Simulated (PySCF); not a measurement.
## From a computed spectrum to the compound

A species of 3 atoms with charge 1 has these harmonic modes (PBE0, small Gaussian bases with core potentials, PySCF 2.14.0):

```
cm⁻¹  km/mol  symmetry
 117    18.4        a1
 632   171.3        b2
 642    71.7        a1
```

(1) Which species is it, and in which structure?

Results:

(1) [LaF2]+ (singlet):
```xyz
3

La    0.0000    0.0000   -0.2553
F     1.6562    0.0000    0.9332
F    -1.6562    0.0000    0.9332
```
Ideal gas at 298.15 K and 1 bar: S = 288.2 J/(mol K), Cp = 49.3 J/(mol K), H − H(0 K) = 12.5 kJ/mol (rigid rotor, harmonic modes, spin degeneracy alone). 
 The answer isn't unique; the calculation gave this one.
